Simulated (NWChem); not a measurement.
[Si](F)C (CH3FSi, singlet), optimised at PBE0/def2-SVP with NWChem:

* **highest occupied level (eV)**: -6.60
* **orbital gap (eV)**: 4.52
* **dipole (D)**: 1.56
* **highest harmonic frequency (cm⁻¹)**: 3163
* **zero-point energy (kcal/mol)**: 23.5

Low-valent species are run as closed-shell singlets; no triplet was tried in these runs.

Question: One Si atom is replaced by Ge, giving [CH3][Ge][F] (CH3FGe, singlet), optimised at the same level. How do these values move?

Answer: 
| quantity | new value | change |
|---|---|---|
| highest occupied level (eV) | -6.78 | -0.18 |
| orbital gap (eV) | 4.51 | -0.01 |
| dipole (D) | 1.94 | +0.38 |
| highest harmonic frequency (cm⁻¹) | 3171 | +8 |
| zero-point energy (kcal/mol) | 23.1 | -0.4 |
